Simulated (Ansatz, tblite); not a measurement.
Cost and result up the ladder for the cluster Ag2O (the lowest singlet isomer of a short search) (3 atoms). The state is a singlet with charge 0. Geometry: PBE0-D4/def2-TZVP.

```xyz
3

Ag   -0.532   -1.172   -0.898
Ag   -0.293    1.034    1.144
O     0.825    0.138   -0.246
```

Ansatz on 4 threads of Arm Neoverse V1 on a shared host; xTB runs through tblite on one thread. Times are rough, summed over both states, and most runs start from the orbitals of an earlier one. No level here is sound enough to serve as a yardstick. The other state is a doublet.

In the def2 sets Ag takes a core potential; there is no spin–orbit coupling. The xTB rows come from tblite. The structure comes from a short search, and lower isomers may exist.

Raw xTB energies of ions are shifted by several eV.

| level | functions | vertical IE (eV) |
| --- | --- | --- |
| GFN2-xTB | 22 | 13.42 |
| PBE-D4/def2-TZVP | 111 | 7.95 |
| GFN1-xTB | 22 | 13.88 |
| r2SCAN-D4/def2-TZVP | 111 | 7.64 |

Problem. Estimate how long each takes.

Solution. GFN1-xTB 0.004 s; GFN2-xTB 0.004 s; PBE-D4/def2-TZVP 2.4 s; r2SCAN-D4/def2-TZVP 5.2 s. On shared hardware such times vary by a factor of up to 3.
